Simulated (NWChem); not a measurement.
Everything below was run with NWChem. System: C₂H₆N, charge 1, spin multiplicity 1, at the geometry of a parent with another charge or spin, in a state set for the comparison that need not be this species' ground state. Level: MP2/def2-TZVP, 3 core orbitals frozen.

Job file:

```
start mol
memory heap 200 mb stack 900 mb global 1100 mb
charge 1
geometry units angstroms nocenter noautoz
  C      1.228866     0.122922     0.000000
  C     -0.170134    -0.483438     0.000000
  N     -1.201296     0.516786     0.000000
  H      2.004541    -0.659517     0.000000
  H      1.374481     0.756533     0.888984
  H      1.374481     0.756533    -0.888984
  H     -0.297339    -1.159924    -0.876296
  H     -0.297339    -1.159924     0.876296
  H     -2.102151     0.011894     0.000000
  symmetry group Cs
end
basis spherical
  * library def2-tzvp
end
scf
  rhf
  nopen 0
  maxiter 100
  thresh 1e-7
  semidirect memsize 60000000 filesize 0
end
mp2
  freeze core 3
end
task mp2 energy
```

Part of the output:

```
             Northwest Computational Chemistry Package (NWChem) 7.3.0
             --------------------------------------------------------

                                NWChem Input Module
                                -------------------

 Scaling coordinates for geometry "geometry" by  1.889725989
 (inverse scale =  0.529177249)

 Turning off AUTOSYM since
 SYMMETRY directive was detected!

                             Geometry "geometry" -> ""
                             -------------------------

 Output coordinates in angstroms (scale by  1.889725989 to convert to a.u.)

  No.       Tag          Charge          X              Y              Z
 ---- ---------------- ---------- -------------- -------------- --------------
    1 C                    6.0000     1.22886600     0.12292200     0.00000000
    2 C                    6.0000    -0.17013400    -0.48343800     0.00000000
    3 N                    7.0000    -1.20129600     0.51678600     0.00000000
    4 H                    1.0000     2.00454100    -0.65951700     0.00000000
    5 H                    1.0000     1.37448100     0.75653300     0.88898400
    6 H                    1.0000     1.37448100     0.75653300    -0.88898400
    7 H                    1.0000    -0.29733900    -1.15992400    -0.87629600
    8 H                    1.0000    -0.29733900    -1.15992400     0.87629600
    9 H                    1.0000    -2.10215100     0.01189400     0.00000000

 Effective nuclear repulsion energy (a.u.)      75.3356971519

            Nuclear Dipole moment (a.u.)
            ----------------------------
        X                 Y               Z
 ---------------- ---------------- ----------------
    -0.0000113384     0.0000018897     0.0000000000

      Symmetry information
      --------------------

 Group name             Cs
 Group number              2
 Group order               2
 No. of unique centers     7

      Symmetry unique atoms

     1    2    3    4    5    7    9


 Summary of "ao basis" -> "" (spherical)
 ------------------------------------------------------------------------------
       Tag                 Description            Shells   Functions and Types
 ---------------- ------------------------------  ------  ---------------------
 *                         def2-tzvp                  on all atoms

 Summary of "ao basis" -> "ao basis" (spherical)
 ------------------------------------------------------------------------------
       Tag                 Description            Shells   Functions and Types
 ---------------- ------------------------------  ------  ---------------------
 C                         def2-tzvp                11       31   5s3p2d1f
 N                         def2-tzvp                11       31   5s3p2d1f
 H                         def2-tzvp                 4        6   3s1p

                                 NWChem SCF Module
                                 -----------------

  ao basis        = "ao basis"
  functions       =   129
  atoms           =     9
  closed shells   =    12
  open shells     =     0
  charge          =   1.00
  wavefunction    = RHF
  use symmetry    = T
  symmetry adapt  = T

 Summary of "ao basis" -> "ao basis" (spherical)
 ------------------------------------------------------------------------------
       Tag                 Description            Shells   Functions and Types
 ---------------- ------------------------------  ------  ---------------------
 C                         def2-tzvp                11       31   5s3p2d1f
 N                         def2-tzvp                11       31   5s3p2d1f
 H                         def2-tzvp                 4        6   3s1p

      Symmetry analysis of basis
      --------------------------

        a'         85
        a"         44

 Forming initial guess at       0.0s

      Superposition of Atomic Density Guess
      -------------------------------------

 Sum of atomic energies:        -132.65306343

 Renormalizing density from      25.00 to     24

      Non-variational initial energy
      ------------------------------

 Total energy =    -130.369294
 1-e energy   =    -313.247590
 2-e energy   =     107.542598
 HOMO         =      -0.700528
 LUMO         =      -0.590104

      Symmetry analysis of molecular orbitals - initial
      -------------------------------------------------

  Numbering of irreducible representations:

     1 a'          2 a"

  Orbital symmetries:

     1 a'          2 a'          3 a'          4 a'          5 a'
     6 a'          7 a'          8 a"          9 a'         10 a'
    11 a"         12 a'         13 a"         14 a'         15 a'
    16 a'         17 a"         18 a'         19 a'         20 a'
    21 a"         22 a'

 Starting SCF solution at       1.3s

 ----------------------------------------------
         Quadratically convergent ROHF

 Convergence threshold     :          1.000E-07
 Maximum no. of iterations :          100
 Final Fock-matrix accuracy:          1.000E-09
 ----------------------------------------------

              iter       energy          gnorm     gmax       time
             ----- ------------------- --------- --------- --------
                 1     -133.1820188731  1.36D+00  2.58D-01      1.4
                 2     -133.2943975229  3.59D-01  6.15D-02      1.6
                 3     -133.3136433063  4.05D-02  9.70D-03      2.1
                 4     -133.3137682034  1.15D-03  4.32D-04      2.6
                 5     -133.3137685465  1.08D-06  2.43D-07      3.4
                 6     -133.3137685465  5.99D-09  3.04D-09      4.1

       Final RHF  results
       ------------------

         Total SCF energy =   -133.313768546504
      One-electron energy =   -322.016679114683
      Two-electron energy =    113.367213416251
 Nuclear repulsion energy =     75.335697151929

        Time for solution =      2.8s

       Symmetry analysis of molecular orbitals - final
       -----------------------------------------------

  Numbering of irreducible representations:

     1 a'          2 a"

  Orbital symmetries:

     1 a'          2 a'          3 a'          4 a'          5 a'
     6 a'          7 a'          8 a"          9 a'         10 a'
    11 a'         12 a"         13 a"         14 a'         15 a'
    16 a"         17 a'         18 a'         19 a"         20 a'
    21 a'         22 a'

             Final eigenvalues
             -----------------

              1
    1  -16.0125
    2  -11.5330
    3  -11.4193
    4   -1.5084
    5   -1.2309
    6   -1.0687
    7   -0.9744
    8   -0.8654
    9   -0.8414
   10   -0.7445
   11   -0.7266
   12   -0.7160
   13   -0.2860
   14   -0.0797
   15   -0.0228
   16    0.0106
   17    0.0147
   18    0.0385
   19    0.0751
   20    0.0851
   21    0.1003
   22    0.1339

                       ROHF Final Molecular Orbital Analysis
                       -------------------------------------

 Vector   10  Occ=2.000000D+00  E=-7.445275D-01  Symmetry=a'
              MO Center=  8.8D-01, -1.5D-01,  2.4D-14, r^2= 2.1D+00
   Bfn.  Coefficient  Atom+Function         Bfn.  Coefficient  Atom+Function
  ----- ------------  ---------------      ----- ------------  ---------------
     6      0.262056  1 C  px                 9      0.223242  1 C  px
    95      0.220513  4 H  s                 37     -0.163373  2 C  px
    40     -0.153491  2 C  px

 Vector   11  Occ=2.000000D+00  E=-7.266000D-01  Symmetry=a'
              MO Center=  7.3D-01,  1.6D-02, -3.9D-14, r^2= 2.2D+00
   Bfn.  Coefficient  Atom+Function         Bfn.  Coefficient  Atom+Function
  ----- ------------  ---------------      ----- ------------  ---------------
     7      0.268783  1 C  py                10      0.230719  1 C  py
    38     -0.158645  2 C  py

 Vector   12  Occ=2.000000D+00  E=-7.159639D-01  Symmetry=a"
              MO Center=  9.9D-01,  2.4D-01,  1.5D-14, r^2= 1.9D+00
   Bfn.  Coefficient  Atom+Function         Bfn.  Coefficient  Atom+Function
  ----- ------------  ---------------      ----- ------------  ---------------
     8      0.287759  1 C  pz                11      0.252155  1 C  pz
   101      0.200677  5 H  s                107     -0.200677  6 H  s

 Vector   13  Occ=0.000000D+00  E=-2.860140D-01  Symmetry=a"
              MO Center= -1.1D+00,  2.7D-01,  2.5D-14, r^2= 1.6D+00
   Bfn.  Coefficient  Atom+Function         Bfn.  Coefficient  Atom+Function
  ----- ------------  ---------------      ----- ------------  ---------------
    76      0.410337  3 N  pz                70      0.370891  3 N  pz
    73      0.369866  3 N  pz               113      0.156291  7 H  s
   119     -0.156291  8 H  s                114      0.152867  7 H  s
   120     -0.152867  8 H  s

 Vector   14  Occ=0.000000D+00  E=-7.969652D-02  Symmetry=a'
              MO Center= -1.9D+00, -5.5D-01, -2.4D-14, r^2= 4.3D+00
   Bfn.  Coefficient  Atom+Function         Bfn.  Coefficient  Atom+Function
  ----- ------------  ---------------      ----- ------------  ---------------
    36      1.692730  2 C  s                126     -1.640974  9 H  s
    67      1.093767  3 N  s                114     -0.994660  7 H  s
   120     -0.994660  8 H  s                 44     -0.544296  2 C  py
    74     -0.451017  3 N  px                 5      0.388788  1 C  s
    96     -0.278237  4 H  s                102     -0.269560  5 H  s

 Vector   15  Occ=0.000000D+00  E=-2.281774D-02  Symmetry=a'
              MO Center= -7.1D-02, -7.5D-01,  5.3D-15, r^2= 7.1D+00
   Bfn.  Coefficient  Atom+Function         Bfn.  Coefficient  Atom+Function
  ----- ------------  ---------------      ----- ------------  ---------------
     5      2.793448  1 C  s                 36      2.573689  2 C  s
   114     -1.721448  7 H  s                120     -1.721448  8 H  s
    67     -1.333660  3 N  s                102     -1.134167  5 H  s
   108     -1.134167  6 H  s                 96     -0.960111  4 H  s
   126      0.937165  9 H  s                 44     -0.816492  2 C  py

 center of mass
 --------------
 x =  -0.08769871 y =   0.06197324 z =   0.00000000

 moments of inertia (a.u.)
 ------------------
          50.434398229383          15.687821693683           0.000000000000
          15.687821693683         193.594489344736           0.000000000000
           0.000000000000           0.000000000000         221.597175006732

  Mulliken analysis of the total density
  --------------------------------------

    Atom       Charge   Shell Charges
 -----------   ------   -------------------------------------------------------
    1 C    6     6.32   0.85  1.12  0.47  0.69  0.09  1.25  1.42  0.34  0.02  0.05  0.00
    2 C    6     6.22   0.85  1.12  0.48  0.68  0.08  1.23  1.36  0.28  0.03  0.10  0.01
    3 N    7     6.82   0.82  1.15  0.62  0.98  0.17  1.27  1.41  0.34  0.01  0.05  0.00
    4 H    1     0.83   0.26  0.48  0.07  0.02
    5 H    1     0.84   0.26  0.48  0.08  0.02
    6 H    1     0.84   0.26  0.48  0.08  0.02
    7 H    1     0.74   0.24  0.43  0.05  0.02
    8 H    1     0.74   0.24  0.43  0.05  0.02
    9 H    1     0.66   0.25  0.36  0.01  0.03

       Multipole analysis of the density wrt the origin
       ------------------------------------------------

     L   x y z        total         open         nuclear
     -   - - -        -----         ----         -------
     0   0 0 0      1.000000      0.000000     25.000000

     1   1 0 0     -1.365910      0.000000     -0.000011
     1   0 1 0     -0.646114      0.000000      0.000002
     1   0 0 1     -0.000000      0.000000      0.000000

     2   2 0 0     -5.714361      0.000000    113.304758
     2   1 1 0      0.384901      0.000000     -5.440293
     2   1 0 1      0.000000      0.000000      0.000000
     2   0 2 0    -12.403018      0.000000     27.258087
     2   0 1 1      0.000000      0.000000      0.000000
     2   0 0 2    -11.745696      0.000000     11.128774

                   NWChem MP2 Semi-direct Energy/Gradient Module
                   ---------------------------------------------

  Basis functions       =    129
  Molecular orbitals    =    129
  Frozen core           =      3
  Frozen virtuals       =      0
  Active alpha occupied =      9
  Active beta occupied  =      9
  Active alpha virtual  =    117
  Active beta virtual   =    117
  Use MO symmetry       = T
  Use skeleton AO sym   = T

  AO/Fock/Back tols     =   1.0D-09  1.0D-09  1.0D-09

 GA uses MA = F    GA memory limited = T

 Available:
  local mem=  1.26D+08
 global mem=  1.44D+08
 local disk=  0.00D+00
  mp2_memr nvloc                   117
  nvloc new                   117
   1 passes of   9:        5242880                      86576                  29862322.
   1 passes of   9: M    126151595           G      144145918           F     120908715.

 Semi-direct pass number   1 of   1  for RHF alpha+beta  at        4.1s
  vrange nnbf                  8333
  mp2_eaftype                   113  avail_ma_in_mb                  1099
 EAF : mp2_eaftype filesize         113   14931161.
  mp2_eaf for mointskh                    113
Node 0 wrote     70.2 Mb in      0.1 s     Agg I/O rate:   739.8 Mb/s
 Done moints_semi at        7.8s
  mp2_eaftype                   113  avail_ma_in_mb                   986
 EAF : mp2_eaftype filesize         113   14931161.
  mp2_eaf for kh                   113
 Done maket at        8.0s
 Done multipass loop at        8.0s

          -------------------------------------------
          SCF energy                -133.313768546504
          Correlation energy          -0.495905925796
          Singlet pairs               -0.336282537127
          Triplet pairs               -0.159623388669
          Total MP2 energy          -133.809674472300
          -------------------------------------------

          ---------------------------------------------------
                    Spin Component Scaled (SCS) MP2
          Same spin pairs                     -0.106415592446
          Same spin scaling factor             0.333333333333
          Opposite spin pairs                 -0.389490333350
          Opposite spin scaling fact.          1.200000000000
          SCS-MP2 correlation energy          -0.502860264169
          Total SCS-MP2 energy              -133.816628810672
          ---------------------------------------------------

 -----------------------
 Performance information
 -----------------------

 Timer overhead =  9.64D-08 seconds/call

               Nr. of calls         CPU time (s)                 Wall time (s)                GFlops
             ---------------    -------------------     ------------------------------   -------------------
Name         Min   Avg   Max    Min     Avg     Max     Min     Avg     Max   Mx/calls   Min     Max     Sum
mp2: moin     1     1     1    3.7     3.7     3.7      3.7     3.7     3.7     3.7      0.0     0.0     0.0
mp2: make     1     1     1   0.19    0.19    0.19     0.19    0.19    0.19    0.19      0.0     0.0     0.0
mp2: tota     1     1     1    3.9     3.9     3.9      3.9     3.9     3.9     3.9      0.0     0.0     0.0

 The average no. of pstat calls per process was 3.00D+00
 with a timing overhead of 2.89D-07s

 Task  times  cpu:        8.0s     wall:        8.0s

 Total times  cpu:        8.0s     wall:        8.0s
```
